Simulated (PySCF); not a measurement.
HO3, SMILES [O]OO, multiplicity 2. Atoms are numbered in the order given.

```xyz
4

O     -0.2832    -1.1506     0.0000
O      0.5016     0.2092     0.0000
H      0.4887    -1.7454     0.0000
O     -0.2795     1.1595     0.0000
```
Charge 0, spin multiplicity 2.

Geometry optimised at TPSSh-D3(BJ)/def2-TZVP. The values are those of a single conformer.

Two levels are set side by side: PBE/pcH-1 (PySCF) and B3LYP/pcH-1 (PySCF). Contact hyperfine couplings, same geometry. Differences are taken from unrounded values.

```tsv
quantity	PBE
A(iso) of 17O, atom O1 (MHz)	2.2
A(iso) of 17O, atom O2 (MHz)	-9.1
A(iso) of 1H, atom H3 (MHz)	-4.3
A(iso) of 17O, atom O4 (MHz)	-17.6
```

These are the PBE values. What does B3LYP give? (An estimate is asked for; the answer gives what the named calculation found.)


```
quantity                      B3LYP  PBE minus B3LYP
----------------------------  -----  ---------------
A(iso) of 17O, atom O1 (MHz)    4.2             -2.0
A(iso) of 17O, atom O2 (MHz)  -17.1              8.0
A(iso) of 1H, atom H3 (MHz)     0.1             -4.4
A(iso) of 17O, atom O4 (MHz)  -44.1             26.5
```

Rough cost on one machine, each run with all the roots and properties that it gave: B3LYP against PBE within a factor of 2.
